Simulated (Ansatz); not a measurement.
`CC1[SiH2]B1F`, charge 0, multiplicity 1.

Q: Give a relaxed structure at PBE0-D4/def2-TZVP (Ansatz). (Estimate.)

A: The calculation gave: 
```xyz
11

C    -0.4494    1.3982    0.4985
C    -0.4197    0.0260   -0.1303
Si    0.6702   -1.6196    0.0830
B     0.2922   -0.4172   -1.3883
F     0.8148    0.1945   -2.4301
H     0.5071    1.9085    0.3703
H    -0.6586    1.3476    1.5697
H    -1.2167    2.0266    0.0373
H    -1.3439   -0.5508    0.0190
H     1.9906   -1.6033    0.7671
H    -0.1866   -2.7105    0.6038
```
This is one stationary point; other conformers may exist.
